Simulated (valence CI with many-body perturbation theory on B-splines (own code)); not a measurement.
Hyperfine factors and g values of Ba25+

Calculated by relativistic CI+MBPT: three valence electrons over a frozen Dirac-Fock core [Ar] 3d10, a basis of 11 s, 11 p, 10 d, 8 f, 5 g, 2 h functions for each j, with the one-electron correlation potential Σ1, the two-electron term Σ2, the three-electron term Σ3, Breit, model QED; selected CI, second order for the rest, scaled by the run's own slope (own B-spline code, finite nucleus).

No measured levels were compared; by estimate levels hold to about 250 cm⁻¹ or 0.2 % of their energy and the worst to 1 %, as in measured heavy ions of charge 2 to 7; those with d or f electrons hold less well.

A/g_I is the dipole constant over the nuclear g factor μ/I (μ in nuclear magnetons, uniformly magnetised nucleus), B/Q the quadrupole constant per barn. Both hold the static response of the core; the bare values leave it out. Large factors of s and p1/2 electrons are usually good to 5 to 10 %; those of open d and f shells near neutrality can be off by tens of per cent, and small factors of p3/2, d and f electrons come from cancelling terms and can be off by a factor of two or in sign, in half-filled shells by more. B is blank for J = 1/2, where it vanishes, and for nearly pure S terms. Energies count from the lowest level.

Names give the largest LS component (configuration and term), which can be under half, so a name can repeat, a term be missing and a line seem to break the LS rules; names also repeat where a configuration has a term twice. Letters in brackets count levels of one name in rising energy.

```tsv
Level	E (cm⁻¹)	g	A/g_I (MHz)	A/g_I bare	B/Q (MHz/b)	B/Q bare
4s²4p ²P°_1/2	0	0.663	118000	113000		
4s²4p ²P°_3/2	171890	1.332	18300	17400	34600	32900
4s4p² ⁴P_1/2	434410	2.437	332000	317000		
4s4p² ⁴P_3/2	553620	1.696	97200	92900	28100	26800
4s4p² ⁴P_5/2	591900	1.429	109000	104000	5970	5700
4s4p² ²D_3/2	653520	0.905	-6160	-5850	34000	32400
4s4p² ²P_1/2	683290	1.153	-54100	-51600		
4s4p² ²D_5/2	753050	1.367	91400	87400	25300	24100
4s4p² ²S_1/2	855410	1.742	369000	353000		
4s4p² ²P_3/2	861660	1.249	-43400	-41400	-22900	-21900
4s²4d ²D_3/2	970580	0.811	2260	2430	8160	7830
4s²4d ²D_5/2	1001000	1.200	8880	8720	10600	10100
4p³ ²P°_3/2 [a]	1110900	1.348	14700	14300	30500	29100
4p³ ⁴S°_3/2	1244900	1.440	-5790	-5180	-1540	-1460
4p³ ²D°_5/2	1250600	1.191	42700	40900	-6780	-6440
4s4p4d ⁴F°_3/2	1304000	0.474	-36200	-34500	11200	10700
4p³ ²P°_1/2	1316400	0.663	113000	108000		
4s4p4d ⁴F°_5/2	1332700	1.053	60700	58200	4450	4270
4s4p4d ⁴F°_7/2	1383300	1.256	66900	64200	1530	1500
4s4p4d ⁴P°_5/2	1386700	1.442	60500	58200	7990	7630
4s4p4d ⁴D°_3/2	1390600	1.350	47700	46000	4980	4740
4s4p4d ⁴D°_1/2	1393800	0.340	-141000	-135000		
4p³ ²P°_3/2 [b]	1444600	1.301	16500	16000	-27200	-25900
4s4p4d ²F°_5/2 [a]	1450700	0.955	11400	11100	19100	18300
4s4p4d ²D°_3/2 [a]	1472200	0.958	-33000	-31400	3530	3420
4s4p4d ⁴F°_9/2	1498300	1.332	51500	49400	42300	40300
4s4p4d ⁴P°_1/2	1519400	2.368	205000	196000		
4s4p4d ⁴D°_5/2	1520000	1.295	62800	60200	2600	2470
4s4p4d ⁴P°_3/2	1523900	1.488	73300	70300	-8290	-7920
4s4p4d ⁴D°_7/2	1524600	1.359	59100	56700	7740	7410
4s4p4d ²D°_5/2 [a]	1561400	1.311	76900	73700	-15400	-14600
4s4p4d ²D°_3/2 [b]	1580800	1.018	-21600	-20500	-13100	-12500
4s4p4d ²F°_7/2 [a]	1609900	1.143	-3700	-3350	41900	40000
4s4p4d ²F°_5/2 [b]	1621800	0.898	-20600	-19600	27100	25900
4s4p4d ²F°_7/2 [b]	1627600	1.187	44300	42500	25200	24000
4s4p4d ²P°_1/2 [a]	1644900	0.616	-36900	-35000		
4s4p4d ²P°_1/2 [b]	1667300	0.669	-38600	-36500		
4s4p4d ²P°_3/2	1686500	1.284	15900	15700	-24.4	-21.5
4s4p4d ²D°_3/2 [c]	1687600	1.057	74000	70800	-15300	-14600
4s4p4d ²D°_5/2 [b]	1694800	1.154	-26800	-25300	-18300	-17400
```

Q: Take the isotope of mass number 137, with I = 3/2, μ = 0.9375 μN and Q = 0.236 b. What is the hyperfine structure of 4s²4p ²P°_1/2?

A: From the table A = 73700 MHz. Shifts from the centre of gravity in MHz: F = 1: -92100, F = 2: 55300.
